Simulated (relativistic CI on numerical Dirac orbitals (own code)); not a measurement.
# Radial parameters of Mg⁴⁺

Method of calculation: Dirac-Coulomb-Breit CI, separate exchange-only KLI orbitals for each configuration, QED by a radiative potential, valence Slater integrals scaled by 0.85, P86 correlation energy added to each configuration (own radial code, finite nucleus).

Slater integrals F^k, G^k are unscaled and averaged over j, outside the closed core 1s2; ζ comes from projecting the Hamiltonian with its Breit term on Σ l·s of the shell.

- 2s²2p⁴: F^2(2p,2p) = 154390, ζ(2p) = 1637 cm⁻¹; <r>(2p) = 0.6043, <r^2>(2p) = 0.453 (bohr units).
- 2s2p⁵: G^1(2s,2p) = 188990, ζ(2p) = 1606.5 cm⁻¹; <r>(2s) = 0.6501, <r^2>(2s) = 0.501, <r>(2p) = 0.6087, <r^2>(2p) = 0.46 (bohr units).
- 2s²2p³3s: F^2(2p,2p) = 162310, ζ(2p) = 1805.5, G^1(2p,3s) = 12515 cm⁻¹; <r>(2p) = 0.5781, <r^2>(2p) = 0.4126, <r>(3s) = 1.817, <r^2>(3s) = 3.747 (bohr units).

Averages of the first 10 configurations, taken without configuration mixing, which lowers the lowest level and can move excited configurations by several eV; other configurations of the list can lie among them:

| Configuration | Parity | States | Average energy above the lowest level (eV) |
| --- | --- | --- | --- |
| 2s²2p⁴ | even | 15 | 2.2 |
| 2s2p⁵ | odd | 12 | 40.2 |
| 2p⁶ | even | 1 | 85.1 |
| 2s²2p³3s | odd | 40 | 90.5 |
| 2s²2p³3p | even | 120 | 98.6 |
| 2s²2p³3d | odd | 200 | 108.0 |
| 2p⁵3s | odd | 12 | 167.0 |
| 2s²2p³4s | odd | 40 | 119.1 |
| 2s2p⁴3s | even | 60 | 125.2 |
| 2p⁵3p | even | 36 | 174.2 |
